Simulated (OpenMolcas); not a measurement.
# Cu⁴⁺: the spin-orbit constant, Racah parameters, worked from levels

* Program: OpenMolcas
* Basis: ANO-RCC-VQZP [7s6p4d3f2g1h]
* Scalar Hamiltonian: DKH2, point nucleus
* Active space: 7 electrons in 10 orbitals (3d 4d)
* State averaging: 2S+1 = 4 even, 10 roots; 2S+1 = 2 even, 40 roots
* Spin-orbit coupling: RASSI with atomic mean-field integrals over the reference wave functions, term energies averaged over their components

Methods: CASSCF; MS-CASPT2, IPEA 0.25 Eh, imaginary shift 0.1 Eh (closed shells correlated: 3s 3p). Measured levels: Sugar and Musgrove, J. Phys. Chem. Ref. Data 19, 527 (1990).

**The spin-orbit constant.** For the Hund term ⁴F of d7, E(J) = (A/2) J(J+1) + constant and ζ = -2S·A = -3A. From J = 3/2 to J = 9/2 the energy changes by 10.5 A.

```csv
Source,E(9/2) - E(3/2),A,ζ
CASSCF,-3356.0,-319.6,959
MS-CASPT2,-3346.2,-318.7,956
measured,-3528.1,-336.0,1008
```

All in cm-1. MS-CASPT2 is off by -5.2 % and CASSCF by -4.9 %. Both methods take the spin-orbit matrix elements from the reference wave functions, so the second can move ζ only through the term energies and any multistate remixing. Second-order mixing with other terms is absorbed into this ζ.

**Racah parameters.** Above ⁴F, d7 has ⁴P at 15B, ²G at 4B + 3C and ²H at 9B + 3C. The first two fix B and C, and the third tests them; where it misses by thousands of cm-1, two parameters do not describe the configuration (Trees and configuration-interaction terms are left out) and B and C hang on the terms chosen. Term energies are centres of gravity, weighted by 2J + 1.

```
   Source     ⁴P     ²G     B     C   C/B  ²H from B, C  ²H found
   CASSCF  22926  23932  1528  5939  3.89         31569     31796
MS-CASPT2  19708  21863  1314  5536  4.21         28434     30028
 measured  19534  21696  1302  5496  4.22         28206     29491
```

Energies in cm-1. From CASSCF to MS-CASPT2, B changes by -14.0 % and C by -6.8 %. Against the measured terms, MS-CASPT2 has B off by +0.9 % and C by +0.7 %.

Term energies are means over components that CASPT2 splits; among the terms shown or strongly mixed into the levels shown the widest spread is 1100 cm-1 (3d⁷ ⁴F, MS-CASPT2). Active for correlation alone: 4d; no level in the range computed is led by a configuration that fills it, so any true level of that kind is missing. Without dynamic correlation excited terms often stand tens of per cent too high (terms of higher spin than the ground term too low), and those without a measured partner can miss by more than the paired ones (holds for CASSCF). Measured partners are found by configuration, term and J. A level has none where our copy of the source lacks it or the pairing is in doubt (some pairs that miss far off the trend of their configuration count as doubtful), and it then counts in no deviation. Levels of configurations outside the active space are missing.
